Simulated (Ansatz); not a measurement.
`N[BH][Al]([Cl])[Cl]` + H₂O → `[OH][Al]([Cl])[Cl]` + `BN` at 700 K and 1 bar (formal hydrolysis of the Al–B bond).

Gas-phase electronic energies from Ansatz, PBE0-D4/def2-TZVP geometries. CCSD(T)/CBS adds triple-zeta CCSD(T) − MP2 to the extrapolated MP2 energy (def2 sets, frozen cores). This one scheme is used for every species. One conformer a species, not always the lowest.

| species | CCSD(T)/CBS energy (Eh) | H − E (kJ/mol) | S (J/(mol·K)) |
| --- | --- | --- | --- |
| `N[BH][Al]([Cl])[Cl]` | -1243.05355 | 186.9 | 470.2 |
| H₂O | -76.37941 | 80.5 | 218.4 |
| `[OH][Al]([Cl])[Cl]` | -1237.55309 | 97.6 | 398.3 |
| `BN` | -81.93499 | 163.7 | 282.2 |

H − E and S are ideal-gas, rigid-rotor, harmonic terms from PBE0-D4/def2-TZVP, for one conformer and one mirror image of each species. 1 Eh = 2625.50 kJ/mol, R = 8.31446 J/(mol·K).

Problem. By hand: ΔE, ΔH, ΔS and ΔG.

Solution. ΔE = (-1237.55309) + (-81.93499) − (-1243.05355) − (-76.37941) = -0.05512 Eh = -144.7 kJ/mol. Δ(H − E) = 97.6 + 163.7 − 186.9 − 80.5 = -6.1, so ΔH = -150.8 kJ/mol. ΔS = 398.3 + 282.2 − 470.2 − 218.4 = -8.1 J/(mol·K). ΔG = -150.8 − 700 × (-8.1)/1000 = -145.1 kJ/mol.

Problem. By hand: the equilibrium constant, and the temperature at which ΔG would vanish if ΔH and ΔS stayed fixed.

Solution. log₁₀ K = −ΔG/(RT ln 10) = 10.8. ΔG = 0 at ΔH/ΔS = 18617 K, far beyond where these terms or the molecules hold.

The number of gas molecules stays the same, so ΔS is small and ΔH decides. A doubt of 5 kJ/mol in ΔE shifts log₁₀ K by 0.4 here. Other conformers and mirror images would add mixing entropy, several J/(mol·K) or more a flexible species. These are equilibria of isolated gas molecules and say nothing of rates. Largest T1 diagnostic: 0.012 (customary marks: 0.02 for closed shells, 0.045 for open ones).
